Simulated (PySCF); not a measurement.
**Question.** Write Cartesian coordinates for InChI=1S/CH6ClFOSi2/c2-1-6(3)4-5/h6H,1H2,5H3/t6-/m0/s1 as optimised with PBE0-D3(BJ)/def2-SVP.

**Answer.** 
```xyz
12
CH6ClFOSi2 angstrom
F      2.295    1.443   -0.770
Si     1.771    0.249    0.193
C      2.814   -1.264   -0.191
Cl     2.146   -2.633    0.759
O      0.207   -0.061   -0.162
Si    -0.940   -1.233   -0.463
H      1.920    0.702    1.593
H      2.763   -1.532   -1.257
H      3.871   -1.141    0.083
H     -0.436   -2.194   -1.487
H     -1.272   -1.960    0.794
H     -2.154   -0.546   -0.984
```

Orientation and origin are arbitrary. Atoms count from 1 in this order. Si2 (fluorine-bound silicon) is tetrahedral (angles from 107.0° to 112.6°). Si6 (oxygen-bound silicon) is tetrahedral (angles from 107.4° to 110.2°). O5 (siloxane oxygen) is bent (angle 146.2°). The O–Si distances run from 1.634 Å (Si2–O5, drawn single) to 1.666 Å (O5–Si6, drawn single), a spread of 0.032 Å.

Bonds between heavy atoms (Å): F1–Si2 1.621, Si2–C3 1.876, C3–Cl4 1.795, Si2–O5 1.634, O5–Si6 1.666.

Theory: PBE0-D3(BJ)/def2-SVP geometry optimisation, gas phase in PySCF 2.14.0.

Point group: C1 (no symmetry element, even within 0.4 Å). No frequency check. The numbers are those of one conformer (F1–Si2–C3–Cl4 -175°, F1–Si2–O5–Si6 134°).

Hardware: Arm Neoverse V1, one thread, no GPU (shared host). Cost: 1.9 min of wall time, 0.53 GiB resident at most. This is the geometry optimisation.
